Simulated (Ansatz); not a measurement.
A calculation with Ansatz (development build ahead of 0.2.0).

```yaml
crystal:
  periodic: [false, false, false]
  atoms:
    - { symbol: C, position_ang: [1.22109, 0.70499, 2.0e-05] }
    - { symbol: C, position_ang: [-1.0e-05, 1.40998, 0.0] }
    - { symbol: C, position_ang: [-1.2211, 0.70501, 2.0e-05] }
    - { symbol: C, position_ang: [-1.22111, -0.705, 1.0e-05] }
    - { symbol: C, position_ang: [1.0e-05, -1.41001, 1.0e-05] }
    - { symbol: C, position_ang: [1.22108, -0.70499, -1.0e-05] }
    - { symbol: C, position_ang: [3.6633, 0.70498, 0.0] }
    - { symbol: C, position_ang: [2.44221, 1.41001, 0.0] }
    - { symbol: C, position_ang: [2.4422, -1.41001, -1.0e-05] }
    - { symbol: C, position_ang: [3.66329, -0.70498, 0.0] }
    - { symbol: H, position_ang: [1.0e-05, 2.49998, 0.0] }
    - { symbol: H, position_ang: [-2.16508, 1.25, -1.0e-05] }
    - { symbol: H, position_ang: [-2.16506, -1.25001, 2.0e-05] }
    - { symbol: H, position_ang: [-1.0e-05, -2.49999, -1.0e-05] }
    - { symbol: H, position_ang: [4.60726, 1.24998, 0.0] }
    - { symbol: H, position_ang: [2.44218, 2.50001, 1.0e-05] }
    - { symbol: H, position_ang: [2.44219, -2.50002, 0.0] }
    - { symbol: H, position_ang: [4.60726, -1.24998, 0.0] }
basis:
  gaussian: { orbitals: def2-SVP }
hamiltonian:
  xc: hf
```

The input is written out in the form of the current development build from the run's settings.

Results

```yaml
Converged: yes
Total_energy: -383.06510 hartree
Spin_squared_of_the_determinant: 0.000
```
